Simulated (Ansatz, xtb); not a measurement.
Molecule: HfH4, net charge 1, doublet state. The spin state was set by rule; other spins were not relaxed. 
Structure (B3LYP-D3(BJ)/def2-TZVP (Ansatz, a program for electronic structure) minimum search):
```
Hf
H 1 1.7883
H 1 1.7883 2 100.45
H 1 1.9556 2 99.18 3 -101.20
H 1 1.9556 2 99.18 3 101.20
```
Charge +1, spin multiplicity 2.

Harmonic wavenumbers from GFN2-xTB (xtb, at its own minimum), cm⁻¹: 304, 304, 424, 511, 687, 1008, 1199, 1199, 1255.

Q: Give the harmonic wavenumbers at B3LYP-D3(BJ)/def2-TZVP (Ansatz, finite differences of forces, unscaled).

A: 369, 415, 498, 525, 599, 764, 1386, 1865, 1883 cm⁻¹. Zero-point energy 11.9 kcal/mol.

Q: From these and the geometry, give the ideal-gas thermochemistry at 298.15 K and 1 atm (rigid rotor, harmonic oscillator).

A: Point group C2v, rotational symmetry number 2. Rotational constants 73.05, 48.88, 45.78 GHz. S(trans) 41.51, S(rot) 16.85, S(vib) 3.97, S(elec, spin only) 1.38, S 63.7 cal/(mol K). H(298) - H(0) 3.20 kcal/mol; G - E(el) -3.9 kcal/mol.
